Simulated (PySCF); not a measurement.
TeH: frontier orbitals

PBE0 at R = 1.664 Å; PySCF, scalar-relativistic core potentials, basis sets Te cc-pVTZ-PP with ECP28, H cc-pVTZ. State: ²Π (doublet), unpaired electrons π ↑. Only the outer orbitals are listed, counted within each symmetry, core potentials removing the inner ones.

| spin | orbital | occ. | ε (eV) | on Te (%) | main shells (%) |
| --- | --- | --- | --- | --- | --- |
| α | 4σ | 1 | -17.88 | 91 | 89 Te s, 9 H s |
| α | 5σ | 1 | -10.20 | 64 | 53 Te p, 36 H s, 8 Te s |
| α | 3π | 1 | -7.81 | 100 | 99 Te p |
| α | 3π | 1 | -6.73 | 99 | 99 Te p |
| α | 6σ | 0 | -0.35 | 48 | 52 H s, 44 Te p |
| α | 7σ | 0 | 2.94 | 99 | 83 Te s, 14 Te d |
| α | 4π | 0 | 5.00 | 96 | 96 Te d |
| β | 4σ | 1 | -16.96 | 88 | 86 Te s, 12 H s |
| β | 5σ | 1 | -9.95 | 63 | 50 Te p, 37 H s, 11 Te s |
| β | 3π | 1 | -6.41 | 99 | 99 Te p |
| β | 3π | 0 | -4.21 | 99 | 99 Te p |
| β | 6σ | 0 | -0.11 | 50 | 51 H s, 47 Te p |
| β | 7σ | 0 | 3.35 | 98 | 82 Te s, 13 Te d |

Which are the highest filled and the lowest empty level, where do they sit, and how wide is the gap?

Highest filled β 3π at -6.41 eV (in %: 99 Te p); lowest empty β 3π at -4.21 eV (in %: 99 Te p); the gap at PBE0 is 2.20 eV. Both belong to one degenerate shell, split only by its one-sided filling, so this is no excitation gap.

```json
{"bond order (Mayer)": "1.01", "⟨S²⟩": "0.754", "charge on Te (Mulliken, basis-dependent)": "-0.03", "charge on Te (Löwdin, basis-dependent)": "0.18", "dipole moment (positive dipole means Te(−)H(+))": "0.17 D", "polarisability along the bond": "37.6 bohr³", "polarisability across the bond": "31.3 bohr³"}
```

Spin–orbit coupling is left out. The state was picked by a PBE0 search and need not be the measured ground state.
